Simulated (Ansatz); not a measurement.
A run on CH5Cl2InSe, SMILES `[CH3][In-]([Cl])([Cl])[SeH2+]` with other settings.

```yaml
crystal:
  periodic: [false, false, false]
  atoms:
    - {symbol: C, position_ang: [-1.475287, -0.927566, 0.300338]}
    - {symbol: In, position_ang: [0.575728, -0.830918, -0.136137]}
    - {symbol: Cl, position_ang: [2.219849, -1.236672, 1.522320]}
    - {symbol: Cl, position_ang: [1.494526, -1.184829, -2.272066]}
    - {symbol: Se, position_ang: [1.496456, 1.882172, -0.261240]}
    - {symbol: H, position_ang: [-2.028602, -1.332473, -0.566334]}
    - {symbol: H, position_ang: [-1.858057, 0.154444, 0.393111]}
    - {symbol: H, position_ang: [-1.679442, -1.411313, 1.174325]}
    - {symbol: H, position_ang: [0.857850, 2.428350, 0.922797]}
    - {symbol: H, position_ang: [0.402528, 2.373771, -1.112481]}
basis:
  gaussian: {orbitals: ANO-RCC-VTZP}
total_charge: 1
magnetization: {spin_polarized: true, initial_magnetization: 1}
hamiltonian: {xc: {name: r2SCAN}}
scf: {lower_state_search: off}
output: {forces: true}
```

```sh
$ ansatz run in.yaml --threads 4 --pin off --events-out ev --progress --plain --max-ram 11315MiB
```

Shortened log:

```
Functional definition: r2SCAN
2204 factors; their error is unknown
mean field evaluation 1: about -252367.8441 eV, gradient 5.5e1 eV
mean field evaluation 2: about -252217.0889 eV, gradient 1.2e2 eV
mean field evaluation 4: about -252381.2395 eV, gradient 2.1e1 eV
mean field evaluation 8: about -252383.2017 eV, gradient 4.2e0 eV
mean field evaluation 16: about -252383.2720 eV, gradient 3.0e-2 eV
mean field evaluation 32: about -252383.2720 eV, gradient 6.3e-6 eV
mean field -252383.27203684 eV, -9274.9141758277 hartree, gradient 6.3e-6 eV, S^2 0.755866; 0 other end points of the search recorded, 0 dependent functions left out
reference -252383.27206641 eV, -9274.9141769144 hartree; 64, 63 occupied and 215, 216 virtual orbitals, 2204 factors
Total energy: -252383.27206641 eV, -9274.9141769144 hartree
Relativity: scalar
Atom 0 at    -1.475287    -0.927566     0.300338 Å, force    -2.096137     3.150832    -2.477042 eV/Å
Atom 1 at     0.575728    -0.830918    -0.136137 Å, force     1.136071    -0.029009    -0.128544 eV/Å
Atom 2 at     2.219849    -1.236672     1.522320 Å, force    -0.197388    -0.024129    -0.022050 eV/Å
Atom 3 at     1.494526    -1.184829    -2.272066 Å, force    -0.152730    -0.014035     0.039099 eV/Å
Atom 4 at     1.496456     1.882172    -0.261240 Å, force     0.215022    -0.062999    -0.391544 eV/Å
Atom 5 at    -2.028602    -1.332473    -0.566334 Å, force     0.620170    -0.166423     0.314958 eV/Å
Atom 6 at    -1.858057     0.154444     0.393111 Å, force     0.879055    -1.404772    -0.048560 eV/Å
Atom 7 at    -1.679442    -1.411313     1.174325 Å, force    -0.170509    -1.555652     2.358199 eV/Å
Atom 8 at     0.857850     2.428350     0.922797 Å, force    -0.219718     0.097769     0.384462 eV/Å
Atom 9 at     0.402528     2.373771    -1.112481 Å, force    -0.013837     0.008418    -0.028978 eV/Å
Dipole moment:    -0.843882     0.726563     0.177316 e Å
Checks for a lower state left out: stability, starts, cluster_reference, orbital_swaps, neighbouring_geometries, increment
```

Hardware: 4 threads of an Intel Xeon on a shared host. Wall time 58 s, peak host memory 0.96 GiB.
